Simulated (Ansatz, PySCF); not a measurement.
Dissociation curve of BH, singlet.

UHF/def2-TZVP (Ansatz, a program for electronic structure); RHF/def2-TZVP (Ansatz); UKS-B3LYP = unrestricted B3LYP/def2-TZVP in Ansatz; RKS-B3LYP = restricted B3LYP/def2-TZVP (Ansatz); UKS-PBE = unrestricted PBE/def2-TZVP in Ansatz; RKS-PBE = restricted PBE/def2-TZVP in Ansatz; UKS-B3LYP/6-31G* = unrestricted B3LYP/6-31G*, spherical d run with PySCF; RKS-B3LYP/6-31G* = restricted B3LYP/6-31G*, spherical d (PySCF 2.14.0); UKS-B3LYP/3-21G = unrestricted B3LYP/3-21G (PySCF 2.14.0); RKS-B3LYP/3-21G = PySCF with restricted B3LYP/3-21G.

Scanned distances (Å): 0.99, 1.05, 1.13, 1.16, 1.22, 1.24, 1.28, 1.31, 1.38, 1.44, 1.53, 1.66, 1.86, 2.08, 2.24, 2.48, 2.72, 3.03, 3.32, 3.73, 4.36, 5.03.

Task: Where does the unrestricted solution first break spin symmetry (<S²> of 0.01 or more)?

Result: UHF: already at 0.99 Å; UKS-B3LYP: already at 0.99 Å; UKS-PBE: already at 0.99 Å; UKS-B3LYP/6-31G*: already at 0.99 Å; UKS-B3LYP/3-21G: already at 0.99 Å.

```csv
R / Å,<S²> UHF,E(RHF) − E(UHF) / kJ/mol,<S²> UKS-B3LYP,E(RKS-B3LYP) − E(UKS-B3LYP) / kJ/mol,<S²> UKS-PBE,E(RKS-PBE) − E(UKS-PBE) / kJ/mol,<S²> UKS-B3LYP/6-31G*,E(RKS-B3LYP/6-31G*) − E(UKS-B3LYP/6-31G*) / kJ/mol,<S²> UKS-B3LYP/3-21G,E(RKS-B3LYP/3-21G) − E(UKS-B3LYP/3-21G) / kJ/mol
0.99,0.53,21.8,0.17,1.3,0.29,4.1,0.23,2.8,0.23,2.7
1.05,0.52,20.6,0.14,0.9,0.26,3.3,0.20,2.1,0.20,1.9
1.13,0.50,19.0,0.10,0.5,0.22,2.3,0.16,1.3,0.15,1.1
1.16,0.49,18.4,0.09,0.4,0.21,2.0,0.14,1.0,0.13,0.8
1.22,0.48,17.2,0.06,0.2,0.17,1.4,0.11,0.6,0.09,0.4
1.24,0.47,16.8,0.05,0.1,0.16,1.2,0.10,0.5,0.08,0.3
1.28,0.46,15.9,0.03,0.0,0.14,0.8,0.07,0.3,0.05,0.1
1.31,0.46,15.3,0.01,0.0,0.12,0.6,0.06,0.2,0.03,0.1
1.38,0.44,14.0,0.00,0.0,0.08,0.2,0.02,0.0,0.00,0.0
1.44,0.42,12.8,0.00,0.0,0.04,0.1,0.00,0.0,0.00,0.0
1.53,0.40,11.2,0.00,0.0,0.00,0.0,0.00,0.0,0.00,0.0
1.66,0.36,9.1,0.00,0.0,0.00,0.0,0.00,0.0,0.00,0.0
1.86,0.35,6.6,0.00,0.0,0.00,0.0,0.00,0.0,0.00,0.0
2.08,0.58,28.7,0.00,0.0,0.00,0.0,0.00,0.0,0.00,0.0
2.24,0.69,58.6,0.07,0.3,0.00,0.0,0.10,0.5,0.09,0.5
2.48,0.84,108.9,0.41,11.1,0.16,0.9,0.44,13.2,0.45,13.8
2.72,0.92,158.4,0.63,30.3,0.51,11.7,0.65,34.4,0.67,36.6
3.03,0.97,216.7,0.80,57.7,0.75,32.7,0.81,64.6,0.83,69.0
3.32,0.99,264.1,0.89,81.6,0.88,52.4,0.89,91.1,0.92,97.6
3.73,1.00,319.7,0.96,110.0,0.97,76.6,0.96,123.1,0.97,131.6
4.36,1.01,383.8,0.99,140.8,1.00,102.2,1.00,157.7,1.00,167.3
5.03,1.01,430.9,1.00,160.6,1.00,116.9,1.00,177.4,1.00,187.3
```
